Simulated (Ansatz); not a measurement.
`CCCCCCCCP(=O)(O)O`. Charge 0, multiplicity 3. Geometry PBE-D4/def2-SVP, that of the neutral singlet; atoms count from 1.

```xyz
31

C    -0.343    2.478    3.324
C    -0.242    0.997    3.699
C     0.724    0.182    2.827
C     0.326    0.070    1.351
C     1.275   -0.816    0.536
C     0.968   -0.882   -0.965
C    -0.388   -1.519   -1.293
C    -0.652   -1.754   -2.788
P    -0.840   -0.291   -3.845
O    -1.424   -0.470   -5.218
O    -1.714    0.712   -2.871
O     0.677    0.358   -3.871
H    -0.741    2.623    2.299
H     0.652    2.971    3.363
H    -1.013    3.027    4.016
H    -1.253    0.533    3.651
H     0.076    0.911    4.760
H     0.813   -0.843    3.250
H     1.745    0.624    2.898
H    -0.713   -0.324    1.288
H     0.291    1.080    0.886
H     2.315   -0.443    0.671
H     1.271   -1.846    0.963
H     1.016    0.139   -1.399
H     1.769   -1.459   -1.476
H    -1.212   -0.898   -0.885
H    -0.459   -2.504   -0.781
H    -1.601   -2.310   -2.938
H     0.150   -2.364   -3.256
H    -2.285    1.268   -3.438
H     0.812    0.748   -4.758
```

At PBE0-D4/def2-SVP a singlet of charge 0 lies 7.67 eV below the triplet at the same geometry.

(1) Estimate the Mulliken populations of the heavy atoms from the PBE0/def2-SVP orbitals of Ansatz.

(2) Where does the spin sit?

(3) And the Mayer bond orders between bonded heavy atoms (over 0.3)?

## Answers

(1) 
```csv
atom,charge (e),spin (α − β)
C1,-0.10,0.00
C2,-0.08,0.00
C3,-0.07,0.00
C4,-0.10,0.00
C5,-0.06,0.00
C6,-0.04,0.00
C7,-0.08,-0.01
C8,-0.21,0.03
P9,0.76,0.24
O10,-0.20,0.72
O11,-0.15,0.24
O12,-0.31,0.04
```
Mulliken values and Mayer orders depend strongly on the basis.

(2) Summed by element: C 0.02, P 0.24, O 0.99, H 0.75, of 2 unpaired in all. Largest on single atoms: O10 0.72, H30 0.45, P9 0.24.

(3) C1–C2 1.08 (1.53 Å); C2–C3 1.08 (1.54 Å); C3–C4 1.06 (1.53 Å); C4–C5 1.06 (1.53 Å); C5–C6 1.09 (1.53 Å); C6–C7 1.05 (1.53 Å); C7–C8 1.05 (1.54 Å); C8–P9 0.94 (1.81 Å); P9–O10 1.38 (1.50 Å); P9–O11 0.96 (1.65 Å); P9–O12 1.09 (1.65 Å).
